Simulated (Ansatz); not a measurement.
Series CXY, Y = H, computed as singlets and as triplets. All species are isolated molecules in the gas phase. One relaxed conformer stands for each flexible species; it need not be the lowest. Strings in code marks are SMILES.

Quantity: adiabatic spin-state energy, in kJ/mol. The DFT solution of `[CH]F` is unstable or spin-contaminated; the geometry comes from it. HF references are unrestricted for open shells and restricted for singlets. The restricted reference of `[CH]F` is unstable towards unrestricted orbitals.

Case: `[CH]F`: multiplicity 3 minus multiplicity 1. The other species in the difference include `[CH]F` (neutral, multiplicity 1). Geometry of `[CH]F` (neutral, multiplicity 3, Å):

```xyz
3

C     -0.1017     0.3795     0.0000
F      1.0967    -0.1366     0.0000
H     -0.9951    -0.2429     0.0000
```

Q: Predict the adiabatic spin-state energy from composite: frozen-core CCSD(T) with HF/cc-pV5Z and the correlation energy extrapolated as X^-3 from cc-pVQZ and cc-pV5Z, plus CCSDT(Q) minus CCSD(T) in cc-pVTZ // PBE0-D3(BJ)/def2-TZVP (Ansatz, a program for electronic structure).

A: 63.1 kJ/mol.
